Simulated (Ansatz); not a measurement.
Total energies of `CO[SiH](F)CC[SiH2]F`.

```xyz
18

C    -1.530    2.226    0.662
O    -0.661    1.261    0.113
Si    0.911    1.057    0.475
F     1.062    0.687    2.028
C     1.536   -0.348   -0.555
C     0.920   -1.723   -0.258
Si   -0.895   -1.949   -0.642
F    -1.214   -1.303   -2.076
H    -2.435    2.255    0.054
H    -1.802    1.967    1.689
H    -1.075    3.223    0.658
H     1.665    2.323    0.291
H     1.372   -0.074   -1.604
H     2.624   -0.387   -0.423
H     1.058   -1.987    0.798
H     1.453   -2.494   -0.825
H    -1.191   -3.403   -0.741
H    -1.798   -1.332    0.356
```

The species carries charge 0 and has multiplicity 1. Geometry: relaxed with PBE0-D4/def2-TZVP. It is one conformer, not always the lowest. Basis def2-TZVPP, Ansatz 0.2.0.

RPA on PBE orbitals: Hartree–Fock energy of these orbitals -971.31637 Eh, correlation -2.42373 Eh (frozen core).

```tsv
functional	energy without D4 (Eh)	D4 term (kJ/mol)
LDA (SPW92)	-969.33425	–
BLYP	-974.48947	-96.4
r2SCAN	-974.35832	-12.1
B97M-V	-974.36482	–
PBE0	-973.93592	-38.6
B3LYP	-974.65271	-71.6
r2SCANh	-974.33665	-12.8
BHLYP	-974.42551	-54.8
LC-ωPBE	-974.19959	–
B2PLYP	-974.09828	–
```

**Question.** Give the same for PBE, revPBE, r2SCAN0, HSE06 (plane-wave form), CAM-B3LYP, ωB97X-V, ωB97M-V, PBE-QIDH. (Estimate.)

**Answer.** Computed: 
```csv
functional,energy without D4 (Eh),D4 term (kJ/mol)
PBE,-973.85170,-44.9
revPBE,-974.33027,-130.2
r2SCAN0,-974.30606,-14.1
HSE06 (plane-wave form),-973.90370,-36.1
CAM-B3LYP,-974.48427,-39.4
ωB97X-V,-974.39063,–
ωB97M-V,-974.42516,–
PBE-QIDH,-973.72713,–
```

B3LYP takes the VWN-RPA correlation (the form of Gaussian; ORCA's B3LYP/G). HSE06 is the plane-wave form, built on full-range PBE exchange. The double hybrids freeze the cores in their second-order part.

LC-ωPBE has ω = 0.4 bohr⁻¹.
